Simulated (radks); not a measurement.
The numbers below are computed, except where a source is named.
The iodine ion I2+ inside a hard spherical wall (all orbitals vanish at R), configuration held at [Kr] 4d10 5s2 5p3 and not refilled when levels cross. Code: a radial shooting solver on a logarithmic mesh with Libxc functionals. Model: scalar-relativistic Kohn-Sham, LDA (Slater exchange, VWN5 correlation), spin-unpolarised, spherical densities, finite nucleus; Fermi nuclear charge, rms radius 4.75 fm. Eigenvalues in eV, with the zero of energy where the potential of the charges vanishes at infinity; a dash marks a level that is unbound or too diffuse for the functional's potential to be trusted. A positive occupied level is held by the wall or, in an anion where self-interaction has pushed it up, behind a barrier. The pressure on the wall is -dE/dV.

| R (bohr) | E (hartree) | kinetic (hartree) | e(4p) | e(4d) | e(5s) | e(5p) | e(5d, empty) | e(6s, empty) | pressure (GPa) |
|---|---|---|---|---|---|---|---|---|---|
| free | -7109.24848 | 7459.916 | -147.77 | -70.677 | -36.324 | -24.727 | -11.126 | -10.966 | 0 |
| 7 | -7109.24821 | 7459.920 | -147.76 | -70.663 | -36.313 | -24.715 | -10.951 | -10.273 | 0.0300 |
| 5 | -7109.22684 | 7460.120 | -147.22 | -70.135 | -35.902 | -24.209 | -9.107 | -4.843 | 4.22 |
| 4 | -7109.08091 | 7461.106 | -145.19 | -68.175 | -34.226 | -21.989 | -4.255 | 7.761 | 49.3 |
| 2.5 | -7105.63472 | 7476.278 | -128.62 | -52.272 | -11.473 | 7.197 | 39.972 | 110.12 | 2960 |
| 2 | -7097.69041 | 7506.527 | -108.46 | -31.880 | 31.149 | 57.644 | 103.07 | 245.95 | 16900 |
| 1.5 | -7063.84928 | 7621.928 | -52.650 | 29.536 | 184.48 | 225.51 | 286.08 | 621.95 | 143000 |
